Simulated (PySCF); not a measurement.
Working with the constants of KSb⁻

CAM-B3LYP constants of KSb⁻, ⁴Σ⁻ (quartet), unpaired electrons σ ↑, π ↑↑ (PySCF, scalar-relativistic core potentials, basis sets K def2-SVPD, Sb def2-SVPD with ECP28; masses 38.9637 and 120.9038 u):

| Property | Result |
| --- | --- |
| ωe | 114.9 cm⁻¹ |
| ωexe | 0.464 cm⁻¹ |
| Be | 0.046741 cm⁻¹ |
| αe | 0.000276 cm⁻¹ |

Q: What force constant and bond length do these constants imply?

A: Reduced mass μred = 29.467 u; k = 5.8918×10⁻⁷·μred·ωe² (u, cm⁻¹, mdyn/Å) = 0.229 mdyn/Å; Re = √(16.8576/(μred·Be)) (u, cm⁻¹, Å) = 3.498 Å.

Q: Estimate the centrifugal constant D from the Kratzer relation and find the Dunham coefficient a1.

A: D = 4Be³/ωe² = 3.09e-08 cm⁻¹; a1 = −1 − αeωe/(6Be²) = -3.42.

Spin–orbit coupling is left out, which matters for elements this heavy, above all for dissociation energies. The state was picked by a PBE0 search and need not be the measured ground state.
